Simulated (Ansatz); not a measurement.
PS-, multiplicity 3 (lowest of 2S+1 = 1, 3, 5 at CCSD(T)/def2-TZVPP on PBE0 minima; our sources give no spin for the ground state, which may be another), most abundant isotopes (30.9738 and 31.9721 u). Constants from fifth-degree fits in 1/R to seven points on the lowest solution found; no spin–orbit coupling, no relativity up to Kr; ω_e x_e and α_e move by some per cent with the fit.

Correlated levels freeze the cores. CBS: X⁻³ extrapolation of the correlation energy, Hartree–Fock from the larger set.

Run with Ansatz (Gaussian basis) for Hartree–Fock, density functionals and correlated methods. Each number belongs to the level named beside it.

```csv
level,r_e (Å),ω_e (cm⁻¹),ω_e x_e (cm⁻¹),α_e (cm⁻¹)
PBE/def2-TZVPP,2.0207,591.1,2.37,0.00151
"CCSD(T)/CBS(aug-cc-pV(T+d)Z, aug-cc-pV(Q+d)Z)",2.0002,616.0,2.49,0.00152
```

Problem. Derive the rotational constants, the centrifugal constant, the fundamental, the zero-point energy and the force constant.

Solution. 
μ = 15.73250 u.
- PBE/def2-TZVPP: B_e = 16.8576/(μ r_e²) = 0.26241 cm⁻¹; B₀ = B_e − α_e/2 = 0.26165 cm⁻¹; D = 4B_e³/ω_e² = 2.07e-07 cm⁻¹; fundamental ω_e − 2ω_e x_e = 586 cm⁻¹; zero-point energy ω_e/2 − ω_e x_e/4 = 295 cm⁻¹; k = μ(2πcω_e)² = 324 N/m
- CCSD(T)/CBS(aug-cc-pV(T+d)Z, aug-cc-pV(Q+d)Z): B_e = 16.8576/(μ r_e²) = 0.26782 cm⁻¹; B₀ = B_e − α_e/2 = 0.26706 cm⁻¹; D = 4B_e³/ω_e² = 2.03e-07 cm⁻¹; fundamental ω_e − 2ω_e x_e = 611 cm⁻¹; zero-point energy ω_e/2 − ω_e x_e/4 = 307 cm⁻¹; k = μ(2πcω_e)² = 352 N/m

Ansatz is a program for electronic structure.
